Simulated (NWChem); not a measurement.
MgN$_{2}$H$_{4}$; SMILES [NH2][Mg][NH2]

```xyz
7

Mg     0.0000     0.0000     0.3832
N     -1.8793     0.2180     0.3837
H     -2.4153     0.8624    -0.1904
H     -2.5481    -0.2867     0.9583
N      1.8793    -0.2180     0.3837
H      2.4153    -0.8624    -0.1904
H      2.5481     0.2867     0.9583
```
Atoms are numbered in this order, from 1.

Structure relaxed at the PBE0/def2-SVP level. B3LYP is NWChem's, with the RPA form of VWN correlation.

Task: List the 4 lowest vertical singlet excitations from B3LYP/def2-SVPD, TDA (NWChem).

Result: 
```tsv
state	energy (eV)	oscillator strength	leading excitation (squared amplitude)
S1	4.01	0.061	HOMO → LUMO (0.99)
S2	4.01	0.061	HOMO−1 → LUMO (0.99)
S3	5.21	0.000	HOMO → LUMO+1 (0.50)
S4	5.23	0.000	HOMO−1 → LUMO+1 (0.49)
```
